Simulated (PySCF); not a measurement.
Se (selenium, neutral) across methods

[Ar] 3d10 4s2 4p4, high-spin 3P determinant. Calculation: PySCF 2.14, in x2c-QZVPPall with one added diffuse shell each of s, p, d, f type (12s9p6d5f1g, 113 functions); the spin-free X2C one-electron Hamiltonian (Gaussian nucleus).

```json
{"method": "LDA", "E (hartree)": "-2426.325", "mean ε 4s β (eV)": "-16.600", "mean ε 4p α (eV)": "-7.198", "mean ε 4p β (eV)": "-5.812", "Σ⟨r²⟩ (bohr²)": "40.75", "⟨S²⟩": "2.002"}
{"method": "BLYP", "E (hartree)": "-2429.992", "mean ε 4s β (eV)": "-16.294", "mean ε 4p α (eV)": "-6.875", "mean ε 4p β (eV)": "-5.628", "Σ⟨r²⟩ (bohr²)": "41.06", "⟨S²⟩": "2.002"}
{"method": "PBE0", "E (hartree)": "-2429.614", "mean ε 4s β (eV)": "-17.661", "mean ε 4p α (eV)": "-8.421", "mean ε 4p β (eV)": "-6.865", "Σ⟨r²⟩ (bohr²)": "40.54", "⟨S²⟩": "2.004"}
{"method": "TPSSh", "E (hartree)": "-2429.824", "mean ε 4s β (eV)": "-16.819", "mean ε 4p α (eV)": "-7.754", "mean ε 4p β (eV)": "-6.272", "Σ⟨r²⟩ (bohr²)": "40.48", "⟨S²⟩": "2.004"}
{"method": "UHF", "E (hartree)": "-2428.14787", "mean ε 4s β (eV)": "-20.799", "mean ε 4p α (eV)": "-11.589", "mean ε 4p β (eV)": "-9.458", "Σ⟨r²⟩ (bohr²)": "40.77", "⟨S²⟩": "2.011"}
{"method": "HSE06", "E (hartree)": "-2429.609", "mean ε 4s β (eV)": "-17.346", "mean ε 4p α (eV)": "-7.991", "mean ε 4p β (eV)": "-6.475", "Σ⟨r²⟩ (bohr²)": "40.59", "⟨S²⟩": "2.004"}
{"method": "PBE", "E (hartree)": "-2429.569", "mean ε 4s β (eV)": "-16.233", "mean ε 4p α (eV)": "-7.129", "mean ε 4p β (eV)": "-5.712", "Σ⟨r²⟩ (bohr²)": "40.82", "⟨S²⟩": "2.003"}
{"method": "r2SCAN", "E (hartree)": "-2429.877", "mean ε 4s β (eV)": "-16.343", "mean ε 4p α (eV)": "-7.535", "mean ε 4p β (eV)": "-5.989", "Σ⟨r²⟩ (bohr²)": "40.38", "⟨S²⟩": "2.006"}
```
